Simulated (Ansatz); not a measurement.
Ansatz results at the PBE0-D4/def2-TZVP geometry: HOMO–LUMO gap (B3LYP/def2-TZVPP) 4.33 eV; HOMO–LUMO gap (ωB97M-V/def2-TZVPP) 8.23 eV; HOMO–LUMO gap (PBE/def2-TZVPP) 2.94 eV.

**Question.** Which molecule gave them?
A. `[SiH3][Al]([SiH3])[SiH3]`
B. `C[Si](C)(C)[Al]([F])[F]`
C. `C[O][Al]([CH3])[OH]`
D. `[SiH3][AlH][Cl]`

**Answer.** A. The others give `[SiH3][AlH][Cl]`: 5.41, 9.45, 3.92; `C[O][Al]([CH3])[OH]`: 7.45, 11.81, 5.62; `C[Si](C)(C)[Al]([F])[F]`: 6.21, 10.21, 4.70.

B3LYP here is the variant with VWN-RPA as its local correlation; programs differ in this.
